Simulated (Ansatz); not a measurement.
## One elementary step

Start structure (SiH$_{4}$Cl$_{2}$O, closed shell), relaxed at PBE0-D4/def2-TZVP:

```
8
angstrom
Si -0.5530 0.4621 -1.0558
O 0.6469 0.8785 -0.0509
Cl -0.1974 -1.3550 -1.9181
Cl -2.3336 0.3272 -0.0642
H -0.6408 1.4949 -2.0939
H 1.3591 -1.2487 2.0331
H 0.8711 -0.8682 2.4533
H 0.8478 0.3091 0.6964
```

The step: SiH₂Cl₂O ([OH][SiH]([Cl])[Cl]) + H₂ → SiH₂Cl₂ ([Cl][SiH2][Cl]) + H₂O; bonds formed: Si1–H7, O2–H6; bonds broken: Si1–O2, H6–H7. Computed with Ansatz 0.2.0 (basis: def2-TZVPP and def2-QZVPP); correlated methods freeze the cores. Extrapolation: Hartree–Fock as exp(−7.88 √X), correlation as X^−2.97. Energies below are by CCSD(T) at an estimated basis limit (MP2 extrapolated from triple and quadruple zeta, plus CCSD(T) − MP2 in triple zeta).

Task: What are the electronic barrier and the energy of the step, from the start structure to the end structure? (To be estimated.)

Result: The calculation gives: Barrier 247.5 kJ/mol; step energy 79.4 kJ/mol (uphill); reverse barrier, their difference, 168.1 kJ/mol. Barrier and step energy count from the start structure, the reverse barrier from the end structure.

The saddle point: One imaginary mode of 1332i cm⁻¹.
```json
{"pair": "Si1–H7", "start (Å)": "4.01", "saddle (Å)": "1.68", "end (Å)": "1.47"}
{"pair": "O2–H6", "start (Å)": "3.06", "saddle (Å)": "1.16", "end (Å)": "0.96"}
{"pair": "Si1–O2", "start (Å)": "1.62", "saddle (Å)": "1.83", "end (Å)": "2.85"}
{"pair": "H6–H7", "start (Å)": "0.75", "saddle (Å)": "1.10", "end (Å)": "2.87"}
```

Zero-point energy (harmonic, PBE0-D4): ZPE is 101.2 kJ/mol at the start and 109.5 kJ/mol at the saddle, so the barrier goes from 247.5 to 255.7 kJ/mol.

T1 diagnostic: at most 0.011.

Labels in which every atom is bracketed show which atoms are joined, not bond orders.

For scale, one of the runs: CCSD(T)/def2-TZVPP, 213 basis functions, launched by `ansatz run in.yaml --threads 4 --pin off --events-out ev --progress --plain --max-ram 9574MiB`. The run took 54 s on 4 CPU threads of an Arm Neoverse V2 (shared host), with 2.8 GiB of host memory at its peak.
